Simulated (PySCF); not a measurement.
PhOCF2H, C7H6F2O.
Z-matrix (Å and degrees, GFN2-xTB geometry), rows numbered from 1:
```
F 
C   1  1.3406
F   2  1.3609  1  105.70
O   2  1.3445  1  107.97  3  -120.40
C   4  1.3910  2  118.95  1  -162.21
C   5  1.3896  4  115.70  2   161.85
C   6  1.3812  5  119.66  4   179.28
C   7  1.3860  6  120.22  5     0.18
C   8  1.3825  7  119.76  6    -0.62
C   5  1.3860  4  123.72  2   -19.44
H   2  1.1080  1  108.50  3   114.56
H   6  1.0778  5  118.72  4    -0.48
H   7  1.0792  6  119.64  5   179.98
H   8  1.0791  7  120.17  6   179.78
H   9  1.0793  8  120.17  7  -179.22
H  10  1.0792  5  121.26  4    -0.81
```

Hirshfeld charges (e) from the PBE0/pcSseg-1 density (PySCF), one withheld:

| atom | bonded to | charge |
| --- | --- | --- |
| F1 | C2 | -0.1026 |
| C2 | F1 F3 O4 H11 | +0.2064 |
| F3 | C2 | -0.1138 |
| O4 | C2 C5 | -0.1138 |
| C5 | O4 C6 C10 | +0.0751 |
| C6 | C5 C7 H12 | -0.0597 |
| C7 | C6 C8 H13 | -0.0404 |
| C8 | C7 C9 H14 | ? |
| C9 | C8 C10 H15 | -0.0417 |
| C10 | C9 C5 H16 | -0.0705 |
| H11 | C2 | +0.0475 |
| H12 | C6 | +0.0563 |
| H13 | C7 | +0.0563 |
| H14 | C8 | +0.0525 |
| H15 | C9 | +0.0558 |
| H16 | C10 | +0.0452 |

**Question.** What is the charge on C8?

**Answer.** The charges add up to the total charge, 0. The others sum to +0.0526, which leaves -0.0526 e for C8 (aromatic CH carbon); the computed value is -0.0528, the difference coming from rounding and the integration grid.

**Question.** Add each hydrogen's charge to the atom that carries it.

**Answer.** C2 +0.2539, C6 -0.0034, C7 +0.0159, C8 -0.0003, C9 +0.0141, C10 -0.0253. Atoms without hydrogen keep their charges.

**Question.** Across which bond do the charges differ most?

**Answer.** C2–F3: +0.2064 on C2 against -0.1138 on F3, a difference of 0.3202 e (C2–O4 within 0.003 e of it). The lower charge is on the more electronegative element of the two (Pauling values: F 3.98, C 2.55).

**Question.** Take the bonds between elements whose Pauling electronegativities differ by more than 0.25. In how many does the more electronegative atom carry the lower charge?

**Answer.** In 9 of 10; it doesn't in C2–H11.

**Question.** How much positive and how much negative charge does this set hold in all?

**Answer.** +0.5951 e on 8 atoms and -0.5953 e on 8.

The Hirshfeld scheme divides the density at each point in proportion to the densities of the neutral, spherically averaged free atoms. The structure is a single GFN2-xTB conformer in the gas phase; no vibrational or solvent corrections.
